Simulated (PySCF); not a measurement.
A geometry optimisation on `[H]/N=C(\C=C)B(Cl)Cl`.

Method: PBE0-D3(BJ)/def2-SVP geometry optimisation, gas phase (PySCF 2.14.0). Start geometry: GFN2-xTB. The command runs a driver script over a list of jobs; the input below is this job's line of settings and its coordinates in Å.

Command:
```bash
OMP_NUM_THREADS=1 python probes_run.py task.json out
```

Input:
```
{"job": {"xc": "PBE0", "basis": "def2-SVP", "d3": "d3bj", "grid": 1, "shake": 0.01, "kind": "geom"}, "charge": 0, "multiplicity": 1}
C     -1.152500    -1.016990     0.756900
C     -1.022400     0.097680     0.014630
C      0.265150     0.618290    -0.436050
N      0.448750     1.678910    -1.126210
B      1.619170    -0.168810    -0.050010
Cl     2.093080    -1.534280    -0.940310
Cl     2.602860     0.385540     1.252000
H     -2.131310    -1.329600     1.053990
H     -0.333130    -1.577970     1.092830
H     -1.879760     0.681970    -0.284500
H     -0.471800     2.139430    -1.348930
```

Output:
```
step   0  E = -1115.80597543  max force = 0.034585
step   1  E = -1115.80867119  max force = 0.011297
step   2  E = -1115.81002947  max force = 0.011527
step   3  E = -1115.81070236  max force = 0.005127
step   4  E = -1115.81066146  max force = 0.004151
step   5  E = -1115.81085588  max force = 0.001380
step   6  E = -1115.81086364  max force = 0.000682
step   7  E = -1115.81088197  max force = 0.000370
step   8  E = -1115.81092064  max force = 0.001462
step   9  E = -1115.81096767  max force = 0.002423
step  10  E = -1115.81100962  max force = 0.002491
step  11  E = -1115.81104854  max force = 0.001973
step  12  E = -1115.81107232  max force = 0.001057
step  13  E = -1115.81107978  max force = 0.000488
step  14  E = -1115.81108178  max force = 0.000459
step  15  E = -1115.81108346  max force = 0.000379
optimisation converged
```

Energies in Eh; «max force» is the largest Cartesian gradient component in Eh/bohr.

How much energy does the optimisation release, in kcal/mol?

E(step 0) − E(last step) = 0.005108 Eh, which is 3.2 kcal/mol.

In short: final energy -1115.81108 Eh after 15 steps; dipole 2.77 D.

Give the final coordinates.

0.183 Å rms from the input after alignment:
```
atom  x, y, z in Å
C1    -1.3105   -0.9647    0.6679
C2    -1.0190    0.0689   -0.1302
C3     0.3361    0.5723   -0.3971
N4     0.6018    1.5537   -1.1773
B5     1.6382   -0.0822    0.2147
Cl6    2.0704   -1.7272   -0.1932
Cl7    2.6788    0.8399    1.2610
H8    -2.3435   -1.2802    0.8315
H9    -0.5304   -1.5395    1.1757
H10   -1.8287    0.6161   -0.6316
H11   -0.2572    1.9223   -1.6076
```

On an Arm Neoverse V1 with one thread, shared host with 32 logical CPUs at a one-minute load of 20, this took 1.7 min and 0.53 GiB of memory at its peak.
Labels such as C1 count atoms from 1, the log's own numbers from 0.
